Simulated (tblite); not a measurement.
Species: C3H8N2Si.
Structure used (GFN2-xTB), in Å, numbered top down from 1:
```
atom  x, y, z in Å
C1     1.0025    1.1312    0.5589
C2     0.7889   -0.1108   -0.3100
C3     1.7580   -1.1072    0.0238
N4     2.5183   -1.9119    0.3174
Si5   -0.9591   -0.8871   -0.1139
N6    -2.0365    0.3407   -0.6560
H7     0.8351    0.8990    1.6090
H8     0.3154    1.9208    0.2624
H9     2.0199    1.5072    0.4524
H10    0.9388    0.1540   -1.3615
H11   -1.1012   -1.3215    1.2829
H12   -1.1200   -2.0029   -1.0412
H13   -3.0101    0.1095   -0.7635
H14   -1.9506    1.2785   -0.2978
```

Computed with GFN2-xTB (tblite): harmonic, unscaled wavenumbers at the GFN2-xTB geometry, gas phase. Against measured fundamentals such values can be off by several per cent, at times by over 20. Modes of hydrogen on silicon can be 10 to 20 % off. One conformer, not necessarily the lowest.

Harmonic wavenumbers (cm⁻¹): 41.0, 124.3, 177.6, 192.7, 199.1, 249.9, 257.8, 458.2, 492.2, 528.1, 556.4, 581.2, 679.5, 715.7, 783.2, 825.4, 904.4, 926.4, 996.0, 1082.7, 1093.4, 1175.2, 1269.2, 1411.8, 1498.5, 1506.4, 1521.6, 2209.9, 2301.9, 2394.5, 2931.4, 3009.3, 3026.4, 3032.2, 3475.8, 3511.6.

A = 5172, B = 1799, C = 1428 MHz; mass 100.046 u (most abundant isotopes); point group C1, symmetry number 1.

Problem. Zero-point energy?

Solution. Half the sum of the wavenumbers: 23070 cm⁻¹ = 275.99 kJ/mol.

Problem. Give the ideal-gas entropy at 273.15 K and 1 bar in the rigid-rotor, harmonic-oscillator model (classical rotation).

Solution. Translation 164.47, rotation 114.32, vibration 87.77: S = 366.6 J/(mol K).

Problem. And Cp and H(273.15 K) − H(0)?

Solution. Cp = 128.38 J/(mol K), of which vibrations give 95.12 (their classical limit is 36 R = 299.3); H(273.15 K) − H(0) = 22.13 kJ/mol without the zero-point energy, 13.04 from vibrations.

Problem. How do the functions run with temperature in this model?

Solution. 
| T (K) | S (J/(mol K)) | Cp (J/(mol K)) | H − H(0) (kJ/mol) | G − H(0) (kJ/mol) | ln q(vib) |
| --- | --- | --- | --- | --- | --- |
| 50 | 231.6 | 47.6 | 1.96 | -9.62 | 0.41 |
| 100 | 271.5 | 69.2 | 4.89 | -22.25 | 1.25 |
| 298.15 | 378.1 | 136.1 | 25.43 | -87.31 | 5.34 |
| 373.15 | 411.0 | 157.2 | 36.45 | -116.92 | 6.91 |
| 500 | 461.3 | 186.4 | 58.32 | -172.31 | 9.50 |
| 750 | 545.1 | 226.7 | 110.33 | -298.46 | 14.29 |
| 1000 | 614.3 | 254.0 | 170.63 | -443.62 | 18.63 |

q(vib) and H(0) count from the zero-point level.

Problem. Which modes carry the vibrational entropy at 273.15 K?

Solution. 41.0 cm⁻¹: 21.07; 124.3 cm⁻¹: 11.98; 177.6 cm⁻¹: 9.17; 192.7 cm⁻¹: 8.54; 199.1 cm⁻¹: 8.29; 249.9 cm⁻¹: 6.60 J/(mol K); the other 30 give 22.11 together.

Problem. What must be added to the electronic energy to get the Gibbs energy at 273.15 K and 1 bar?

Solution. ZPE + [H(273.15 K) − H(0)] − T·S = 275.99 + 22.13 − 100.13 = 197.99 kJ/mol.

Hindered rotation and anharmonicity are outside this model. Other conformers, if any are populated, would add a mixing term that is left out. The structure is chiral; the term R ln 2 for an equal mix with its mirror image is left out.
